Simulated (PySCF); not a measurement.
Species: C6H7FNS (doublet state).
Z-matrix (Å and degrees, GFN2-xTB geometry), rows numbered from 1:
```
F 
C   1  1.3691
C   2  1.3740  1  117.87
S   3  1.6026  2  134.19  1  -179.80
C   2  1.3798  1  114.76  3   179.56
N   5  1.3269  2  123.56  1   179.80
C   6  1.4168  5  125.77  2   179.55
C   7  1.5023  6  118.65  5  -146.14
C   8  1.4993  7   60.08  6  -108.41
H   5  1.0831  2  118.58  1    -0.24
H   6  1.0195  5  116.69  2     0.01
H   7  1.0826  6  112.64  5    -0.78
H   8  1.0784  7  118.20  9  -108.86
H   8  1.0791  7  117.65  9   108.04
H   9  1.0789  7  117.62  8  -108.07
H   9  1.0783  7  118.14  8   108.88
```

The hyperfine couplings belong to this conformer and change with its torsions.

The species is `FC(=C=S)[CH]NC1CC1` [radical].

Level of theory: UKS B3LYP, pcH-1 on C F H N S, non-relativistic, mean-field spin-orbit, GIAO (PySCF 2.14.0). The structure is a single GFN2-xTB conformer in the gas phase; no vibrational or solvent corrections. A GFN2-xTB geometry isn't a minimum of the functional, and hyperfine couplings can be far from their values at a DFT geometry. The SCF solution wasn't tested for stability.

Task: The isotropic 13C couplings, averaged over equivalent nuclei, are +287.9, +27.8, +7.2, +1.7, -0.9 MHz. Assign them to C2; C3; C5; C7; C8/C9.

Result: 
| site | a_iso (MHz) | ρ(0) (bohr⁻³) | position | distance from C3 (Å) | spin population | largest \|T\| (MHz) |
| --- | --- | --- | --- | --- | --- | --- |
| C2 | +7.2 | +0.0065 | 1 bond from C3 | 1.37 | -0.01 | 17.5 |
| C3 | +287.9 | +0.2567 | largest spin population | 0.00 | +0.63 | 105.3 |
| C5 | +27.8 | +0.0246 | 2 bonds from C3 | 2.47 | 0.00 | 5.3 |
| C7 | +1.7 | +0.0015 | 4 bonds from C3 | 4.36 | 0.00 | 0.3 |
| C8/C9 | -0.9 | -0.0008 | 5 bonds from C3 | 5.23 | 0.00 | 0.4 |

ρ(0) is the spin density at the nucleus and T the dipolar tensor; a_iso includes a spin–orbit part; entries for several nuclei are means. The Mulliken spin populations are largest on C3 (+0.63) and S4 (+0.35).

Class means assume fast exchange of nuclei equivalent by connectivity; if that motion is slow, each nucleus keeps its own coupling.

The SMILES `FC(=C=S)[CH]NC1CC1` draws the unpaired electron on C5, whose computed spin population is only 0.00.
